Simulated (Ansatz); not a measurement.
FeO4F2H8²⁺, that is cis-[FeF2(H2O)4]+ with one electron fewer. Charge 2, multiplicity 5. Geometry PBE-D4/def2-SVP, that of the charge +1 sextet.

Cartesian coordinates in Å:
```
Fe -0.377 0.080 0.119
F -1.694 -1.138 0.361
O 1.616 0.896 -0.102
H 2.355 0.520 0.418
H 1.559 1.844 0.139
F -0.806 1.807 0.500
O 0.701 -1.583 -0.713
H 1.200 -1.514 -1.550
H 0.115 -2.364 -0.786
O -1.061 0.525 -1.874
H -1.332 1.468 -1.867
H -1.879 0.026 -2.085
O 0.142 -0.218 2.193
H -0.416 -0.936 2.560
H -0.122 0.587 2.687
```

At PBE-D4/def2-TZVP an occupied level of the charge 2 quintet lies above an empty one of the other spin, so a lower spin may lie lower. At PBE-D4/def2-TZVP, r2SCAN-D4/def2-TZVP the gap within one spin of the charge 2 quintet nearly closes, so an electron or hole may be smeared out by delocalisation error. At r2SCAN-D4/def2-TZVP, PBE0-D4/def2-TZVP the charge 2 quintet is spin-contaminated (final ⟨S²⟩ up to 6.30, 6.00 for a pure state).

Task: Estimate the α-spin orbital energies around the gap (eV) in Ansatz with PBE-D4/def2-TZVP, r2SCAN-D4/def2-TZVP, PBE0-D4/def2-TZVP.

Result: 
```tsv
orbital	PBE-D4/def2-TZVP	r2SCAN-D4/def2-TZVP	PBE0-D4/def2-TZVP
HOMO−5	-19.09	-19.63	-21.31
HOMO−4	-18.98	-19.60	-21.25
HOMO−3	-18.78	-19.27	-20.64
HOMO−2	-18.51	-19.04	-20.38
HOMO−1	-18.41	-18.89	-20.27
HOMO	-17.33	-18.06	-19.72
LUMO	-17.42	-17.98	-17.80
LUMO+1	-10.19	-9.61	-9.28
LUMO+2	-8.82	-8.04	-7.86
LUMO+3	-8.57	-7.77	-7.54
LUMO+4	-8.52	-7.71	-7.52
LUMO+5	-7.13	-6.22	-6.00
β HOMO	-18.11	-18.57	-20.01
β LUMO	-16.70	-16.53	-15.38
```
